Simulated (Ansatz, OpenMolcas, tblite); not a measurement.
## C3H8Si (SMILES CC(C)[SiH]): methods side by side

The species is C3H8Si (12 atoms), meant as a singlet with charge 0. As SMILES, `CC(C)[SiH]`. The coordinates come from a PBE0-D4/def2-TZVP relaxation. This is one conformer, not always the lowest.

| atom | x (Å) | y (Å) | z (Å) |
| --- | --- | --- | --- |
| C | -0.2531 | 0.9070 | -1.0628 |
| C | 0.0976 | -0.4363 | -0.4602 |
| C | 0.7899 | -0.3575 | 0.9041 |
| Si | -1.1690 | -1.5057 | 0.4676 |
| H | -0.8401 | 0.7875 | -1.9765 |
| H | -0.8506 | 1.4989 | -0.3644 |
| H | 0.6402 | 1.4864 | -1.3224 |
| H | 0.6942 | -1.0344 | -1.1504 |
| H | 0.7504 | 0.6459 | 1.3250 |
| H | 0.2847 | -1.0109 | 1.6986 |
| H | 1.8075 | -0.7475 | 0.9085 |
| H | -1.8748 | -0.2886 | 1.0670 |

Quantity: the HOMO–LUMO gap, in eV. The values are calculated.

| level | kind | program | value (eV) |
| --- | --- | --- | --- |
| GFN2-xTB | semi-empirical | tblite | 2.86 |
| HF/6-31G* (spherical functions) | Hartree–Fock | Ansatz | 10.37 |
| SVWN5/6-31G* (spherical functions) | LDA | OpenMolcas | 2.76 |
| revPBE/6-31G* (spherical functions) | GGA | Ansatz | 2.90 |
| TPSS/6-31G* (spherical functions) | meta-GGA | OpenMolcas | 3.10 |
| B3LYP/6-31G* (spherical functions) | global hybrid | Ansatz | 4.40 |
| PBE0/6-31G* (spherical functions) | global hybrid | Ansatz | 4.76 |
| CAM-B3LYP/6-31G* (spherical functions) | range-separated hybrid | Ansatz | 7.13 |
| B2PLYP/6-31G* (spherical functions) | double hybrid | OpenMolcas | 6.88 |

The values span 2.76 to 10.37 eV. Orbital gaps aren't excitation energies, and those of double hybrids come from the SCF part alone; they tend to grow with the share of exact exchange.
